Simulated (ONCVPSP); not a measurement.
## Building the ONCV potential for iridium (Wu-Cohen, scalar-relativistic).

ONCVPSP 4.0.1 was run on this input:

```
# ATOM AND REFERENCE CONFIGURATION
# atsym  z   nc   nv     iexc    psfile
  Ir 77.00   10    4  -118130      upf
#
#   n    l    f
    1    0    2.00
    2    0    2.00
    2    1    6.00
    3    0    2.00
    3    1    6.00
    3    2   10.00
    4    0    2.00
    4    1    6.00
    4    2   10.00
    4    3   14.00
    5    0    2.00
    5    1    6.00
    5    2    7.00
    6    0    2.00
#
# PSEUDOPOTENTIAL AND OPTIMIZATION
# lmax
    2
#
#   l,   rc,      ep,       ncon, nbas, qcut
    0    1.55    0.00    3    7    8.10
    1    1.10    0.00    3    8    8.60
    2    2.55    0.00    4    9    5.10
#
# LOCAL POTENTIAL
# lloc, lpopt,  rc(5),   dvloc0
    4    5    1.10    0.00
#
# VANDERBILT-KLEINMAN-BYLANDER PROJECTORs
# l, nproj, debl
    0    2    3.10
    1    3    2.50
    2    3    0.80
#
# MODEL CORE CHARGE
# icmod, fcfact, rcfact
    1    0.35    0.00
#
# LOG DERIVATIVE ANALYSIS
# epsh1, epsh2, depsh
   -5.00    5.00    0.04
#
# OUTPUT GRID
# rlmax, drl
    6.00    0.01
#
# TEST CONFIGURATIONS
# ncnf
    4
# nvcnf
#   n    l    f
    4
    5    0    2.00
    5    1    6.00
    5    2    7.00
    6    0    1.00
#
    4
    5    0    2.00
    5    1    6.00
    5    2    7.00
    6    0    0.00
#
    4
    5    0    2.00
    5    1    6.00
    5    2    6.00
    6    0    0.00
#
    4
    5    0    2.00
    5    1    5.00
    5    2    7.00
    6    0    2.00
#
```

Command:

```bash
oncvpsp.x < Ir.dat > Ir.out
```

Resulting log (shortened: citation, most of the input echo, consistency checks and plot data are left out):

```
ONCVPSP  (Optimized Norm-Conservinng Vanderbilt PSeudopotential)
scalar-relativistic version 4.0.1

#   n    l    f        energy (Ha)
    1    0    2.00    -2.7978087E+03
    2    0    2.00    -4.8942033E+02
    2    1    6.00    -4.2518172E+02
    3    0    2.00    -1.1446661E+02
    3    1    6.00    -9.5685922E+01
    3    2   10.00    -7.5013724E+01
    4    0    2.00    -2.4412978E+01
    4    1    6.00    -1.8253827E+01
    4    2   10.00    -1.0691698E+01
    4    3   14.00    -2.2871198E+00
    5    0    2.00    -3.6028713E+00
    5    1    6.00    -2.0107997E+00
    5    2    7.00    -2.6343948E-01
    6    0    2.00    -2.3470030E-01

Reference configufation results
  iterations    27
  all-electron total energy (Ha)   -1.78263419D+04

Begin loop to  construct optimized pseudo wave functions
and semi-local pseudopoentials for all angular momenta

Calculating optimized projector #   1

 for l=   0

    Fraction of norm inside rc  0.950277
    Optimizing pswf for qcut=   8.11 a_B^-1,  ecut=  32.91 Ha
    Residual kinetic energy error=  2.31D-06 Ha

    Energy error per electron        Cutoff
         Ha          eV             Ha
         0.01000     0.27211       18.34
         0.00100     0.02721       23.40
         0.00010     0.00272       27.25
         0.00001     0.00027       30.53

Calculating optimized projector #   2

 for l=   0

    Fraction of norm inside rc  0.063331
    Optimizing pswf for qcut=   8.11 a_B^-1,  ecut=  32.91 Ha
    Residual kinetic energy error=  1.63D-06 Ha

    Energy error per electron        Cutoff
         Ha          eV             Ha
         0.01000     0.27211       15.11
         0.00100     0.02721       21.83
         0.00010     0.00272       26.44
         0.00001     0.00027       30.16

   Wellstate for l =  1  n =  6
     eigenvalue =   0.4892
     asymptotic potential =   0.9892
     half-point radius =  2.7969

   Wellstate for l =  1  n =  7
     eigenvalue =   2.9892
     asymptotic potential =   3.4892
     half-point radius =  2.6751

Calculating optimized projector #   1

 for l=   1

    Fraction of norm inside rc  0.503901
    Optimizing pswf for qcut=   8.59 a_B^-1,  ecut=  36.89 Ha
    Residual kinetic energy error=  5.68D-04 Ha

    Energy error per electron        Cutoff
         Ha          eV             Ha
         0.01000     0.27211       27.15
         0.00100     0.02721       34.96
         0.00010     0.00272      123.42
         0.00001     0.00027      248.56

Calculating optimized projector #   2

 for l=   1

    Fraction of norm inside rc  0.074756
    Optimizing pswf for qcut=   8.59 a_B^-1,  ecut=  36.89 Ha
    Residual kinetic energy error=  2.14D-04 Ha

    Energy error per electron        Cutoff
         Ha          eV             Ha
         0.01000     0.27211       22.34
         0.00100     0.02721       31.80
         0.00010     0.00272       50.50
         0.00001     0.00027      234.94

Calculating optimized projector #   3

 for l=   1

    Fraction of norm inside rc  0.054884
    Optimizing pswf for qcut=   8.59 a_B^-1,  ecut=  36.89 Ha
    Residual kinetic energy error=  5.36D-04 Ha

    Energy error per electron        Cutoff
         Ha          eV             Ha
         0.01000     0.27211       24.58
         0.00100     0.02721       34.21
         0.00010     0.00272       87.48
         0.00001     0.00027      205.77

   Wellstate for l =  2  n =  6
     eigenvalue =   0.5366
     asymptotic potential =   1.0366
     half-point radius =  4.4198

   Wellstate for l =  2  n =  7
     eigenvalue =   1.3366
     asymptotic potential =   1.8366
     half-point radius =  4.9195

Calculating optimized projector #   1

 for l=   2

    Fraction of norm inside rc  0.872587
    Optimizing pswf for qcut=   5.10 a_B^-1,  ecut=  13.01 Ha
    Residual kinetic energy error=  9.26D-05 Ha

    Energy error per electron        Cutoff
         Ha          eV             Ha
         0.01000     0.27211        9.18
         0.00100     0.02721       11.15
         0.00010     0.00272       13.77
         0.00001     0.00027       43.14

Calculating optimized projector #   2

 for l=   2

    Fraction of norm inside rc  0.179700
    Optimizing pswf for qcut=   5.10 a_B^-1,  ecut=  13.01 Ha
    Residual kinetic energy error=  1.48D-04 Ha

    Energy error per electron        Cutoff
         Ha          eV             Ha
         0.01000     0.27211        9.14
         0.00100     0.02721       11.38
         0.00010     0.00272       14.21
         0.00001     0.00027       32.44

Calculating optimized projector #   3

 for l=   2

    Fraction of norm inside rc  0.198267
    Optimizing pswf for qcut=   5.10 a_B^-1,  ecut=  13.01 Ha
    Residual kinetic energy error=  4.58D-04 Ha

    Energy error per electron        Cutoff
         Ha          eV             Ha
         0.01000     0.27211       10.05
         0.00100     0.02721       12.32
         0.00010     0.00272       15.08
         0.00001     0.00027       30.55

Construct Vanderbilt / Kleinmman-Bylander projectors

B matrix Hermiticity error, ll=   0
   1   2    5.5299E-04

  Orthonormal projector coefficients  1.5529E+01  2.2182E+00

B matrix Hermiticity error, ll=   1
   1   2    4.7675E-04
   1   3   -9.4393E-04
   2   3    2.1402E-04

  Orthonormal projector coefficients  1.1127E+02  1.3203E+01  1.6805E+00

B matrix Hermiticity error, ll=   2
   1   2    8.5838E-05
   1   3   -1.4806E-04
   2   3    5.2211E-05

  Orthonormal projector coefficients  5.5370E+00 -1.5140E+00 -9.3964E-01

Model core correction analysis
  based on d2Exc/dn_idn_j

d2excae - all-electron derivatives

   -2.832360D-02   -2.472290D-02   -1.230210D-02   -1.727948D-03
   -2.472315D-02   -2.444023D-02   -1.535639D-02   -2.471556D-03
   -1.231021D-02   -1.539380D-02   -1.626136D-02   -6.603860D-03
   -1.753046D-03   -2.604335D-03   -7.203464D-03   -7.674599D-03

d2excps - pseudofunction derivatives with no core correction

   -5.163886D-02   -3.543329D-02   -1.272221D-02   -3.766296D-03
   -3.543501D-02   -3.284315D-02   -1.633020D-02   -3.140260D-03
   -1.273059D-02   -1.636769D-02   -1.818501D-02   -7.010290D-03
   -3.792270D-03   -3.273032D-03   -7.609728D-03   -7.893994D-03

rms 2nd derivative error    7.328040E-03

Polynomial model core charge

d2excps - pseudofunction derivatives with core correction

   -2.625862D-02   -2.400285D-02   -1.058312D-02   -1.629772D-03
   -2.400303D-02   -2.541801D-02   -1.468821D-02   -2.324586D-03
   -1.059117D-02   -1.472557D-02   -1.761212D-02   -6.851553D-03
   -1.654849D-03   -2.457343D-03   -7.451119D-03   -7.687179D-03

rms 2nd derivative error    9.705051E-04

Pseudoatom total energy -104.393430

Diagnostic tests using Vanderbilt-Kleinman-Bylander pseudopotentials
  1 or more projectors used as specified by nproj input data

   l    rcore       rmatch      e in        delta e   norm test  slope test

   0   1.5591839   1.6065241  -3.6028713   0.0000107   1.0002566   1.0002453
   0   1.5591839   1.6065241  -0.2347003   0.0000083   1.0000633   1.0000430

   1   1.1020834   1.1355451  -2.0107997   0.0000976   1.0001804   1.0004269
   1   1.1020834   1.1355451   0.4892003   0.0003426   1.0005887   1.0005887
   1   1.1020834   1.1355451   2.9892003   0.0000909   1.0008149   1.0008149

   2   2.5617087   2.6394878  -0.2634395  -0.0000011   1.0000916   1.0000956
   2   2.5617087   2.6394878   0.5365605   0.0000040   1.0001729   1.0001729
   2   2.5617087   2.6394878   1.3365605   0.0000141   1.0001569   1.0001569

 Testing for bound ghosts
   n   l    E NL Schr. Eq   E Basis Diag.   E Cutoff

   1   0       -3.602861       -3.602867     78.41
   2   0       -0.234692       -0.178809     78.41

   2   1       -2.010702       -2.009145    324.56

   3   2       -0.263441       -0.263372     84.60

 Testing for highly-localized positive-energy ghosts
       l    <radius>/rc     E Basis Diag.   E Cutoff

       0        0.409865        4.291541     78.41  WARNING - GHOST(+)

       1        0.775939       16.322367    324.56  WARNING - GHOST(+)

       1        0.347502      238.855635    324.56  WARNING - GHOST(+)

       1        0.714735      323.972464    324.56  WARNING - GHOST(+)

Test configuration 0

   n   l     f        eae           eps        diff
   1   0  2.0000-2797.80874762
   2   0  2.0000 -489.42032687
   2   1  6.0000 -425.18172452
   3   0  2.0000 -114.46660641
   3   1  6.0000  -95.68592209
   3   2 10.0000  -75.01372425
   4   0  2.0000  -24.41297750
   4   1  6.0000  -18.25382707
   4   2 10.0000  -10.69169849
   4   3 14.0000   -2.28711983
   5   0  2.0000   -3.60287131   -3.60286061    1.07D-05
   5   1  6.0000   -2.01079966   -2.01070208    9.76D-05
   5   2  7.0000   -0.26343948   -0.26344058   -1.10D-06
   6   0  2.0000   -0.23470030   -0.23469202    8.28D-06

    Total energies and differences
      AE_ref= -1.78263419D+04  AE_tst= -1.78263419D+04  dif=  0.00D+00
      PS_ref= -1.04393430D+02  PS_tst= -1.04393430D+02  dif= -1.98D-12
      PSP excitation error=  1.98D-12

Test configuration 1

   n   l     f        eae           eps        diff
   1   0  2.0000-2798.11623918
   2   0  2.0000 -489.72545784
   2   1  6.0000 -425.48691493
   3   0  2.0000 -114.77216353
   3   1  6.0000  -95.99148282
   3   2 10.0000  -75.31909357
   4   0  2.0000  -24.71879221
   4   1  6.0000  -18.55961755
   4   2 10.0000  -10.99739063
   4   3 14.0000   -2.59282877
   5   0  2.0000   -3.90931567   -3.91222212   -2.91D-03
   5   1  6.0000   -2.31832717   -2.31958364   -1.26D-03
   5   2  7.0000   -0.56479785   -0.56531601   -5.18D-04
   6   0  1.0000   -0.50092273   -0.50072618    1.97D-04

    Total energies and differences
      AE_ref= -1.78263419D+04  AE_tst= -1.78259765D+04  dif=  3.65D-01
      PS_ref= -1.04393430D+02  PS_tst= -1.04027970D+02  dif=  3.65D-01
      PSP excitation error= -2.97D-05

Test configuration 2

   n   l     f        eae           eps        diff
   1   0  2.0000-2798.46323308
   2   0  2.0000 -490.06921602
   2   1  6.0000 -425.83076287
   3   0  2.0000 -115.11620479
   3   1  6.0000  -96.33552901
   3   2 10.0000  -75.66292279
   4   0  2.0000  -25.06301797
   4   1  6.0000  -18.90379669
   4   2 10.0000  -11.34141788
   4   3 14.0000   -2.93676485
   5   0  2.0000   -4.25332471   -4.26053147   -7.21D-03
   5   1  6.0000   -2.66283112   -2.66622344   -3.39D-03
   5   2  7.0000   -0.89845594   -0.89972371   -1.27D-03

    Total energies and differences
      AE_ref= -1.78263419D+04  AE_tst= -1.78253331D+04  dif=  1.01D+00
      PS_ref= -1.04393430D+02  PS_tst= -1.03384597D+02  dif=  1.01D+00
      PSP excitation error=  9.14D-07

Test configuration 3

   n   l     f        eae           eps        diff
   1   0  2.0000-2798.98516342
   2   0  2.0000 -490.59294043
   2   1  6.0000 -426.35449239
   3   0  2.0000 -115.63740444
   3   1  6.0000  -96.85672589
   3   2 10.0000  -76.18459819
   4   0  2.0000  -25.58294240
   4   1  6.0000  -19.42366024
   4   2 10.0000  -11.86124340
   4   3 14.0000   -3.45566110
   5   0  2.0000   -4.76387408   -4.76706481   -3.19D-03
   5   1  6.0000   -3.16373614   -3.16440131   -6.65D-04
   5   2  6.0000   -1.35702382   -1.35413912    2.88D-03

    Total energies and differences
      AE_ref= -1.78263419D+04  AE_tst= -1.78242092D+04  dif=  2.13D+00
      PS_ref= -1.04393430D+02  PS_tst= -1.02261018D+02  dif=  2.13D+00
      PSP excitation error=  2.80D-04

Test configuration 4

   n   l     f        eae           eps        diff
   1   0  2.0000-2798.37210649
   2   0  2.0000 -489.96295347
   2   1  6.0000 -425.72610831
   3   0  2.0000 -115.00154257
   3   1  6.0000  -96.22106753
   3   2 10.0000  -75.54850940
   4   0  2.0000  -24.94665385
   4   1  6.0000  -18.78746153
   4   2 10.0000  -11.22449564
   4   3 14.0000   -2.81584270
   5   0  2.0000   -4.09964116   -4.11968178   -2.00D-02
   5   1  5.0000   -2.48862850   -2.50072227   -1.21D-02
   5   2  7.0000   -0.68123864   -0.67866732    2.57D-03
   6   0  2.0000   -0.54961910   -0.55104411   -1.43D-03

    Total energies and differences
      AE_ref= -1.78263419D+04  AE_tst= -1.78241009D+04  dif=  2.24D+00
      PS_ref= -1.04393430D+02  PS_tst= -1.02143993D+02  dif=  2.25D+00
      PSP excitation error= -8.46D-03
```

The run took about 6.8 s on one core of a shared server CPU.
